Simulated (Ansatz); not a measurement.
The cluster W₃. Charge 0, multiplicity 3. Geometry PBE0-D4/def2-TZVP, that of the charge +1 doublet; atoms count from 1.

Cartesian coordinates in Å:
```
W 0.111 -0.945 -0.939
W 0.206 -0.315 1.255
W -0.317 1.259 -0.317
```

In the def2 sets W takes a core potential; there is no spin–orbit coupling. The structure comes from a short search, and lower isomers may exist.

(1) Estimate the Mulliken populations from the PBE0/def2-TZVP orbitals of Ansatz.

(2) Where does the spin sit?

(3) And the Mayer bond orders between bonded heavy atoms (over 0.3)?

Results:

(1) 
```json
{"atom": "W1", "charge (e)": "0.01", "spin (α − β)": "0.80", "d electrons": "4.55"}
{"atom": "W2", "charge (e)": "-0.01", "spin (α − β)": "0.40", "d electrons": "4.53"}
{"atom": "W3", "charge (e)": "0.01", "spin (α − β)": "0.80", "d electrons": "4.55"}
```
Mulliken values and Mayer orders depend strongly on the basis.

(2) Summed by element: W 2.00, of 2 unpaired in all. Largest on single atoms: W3 0.80, W1 0.80, W2 0.40.

(3) W1–W2 2.79 (2.28 Å); W1–W3 2.70 (2.33 Å); W2–W3 2.79 (2.28 Å).
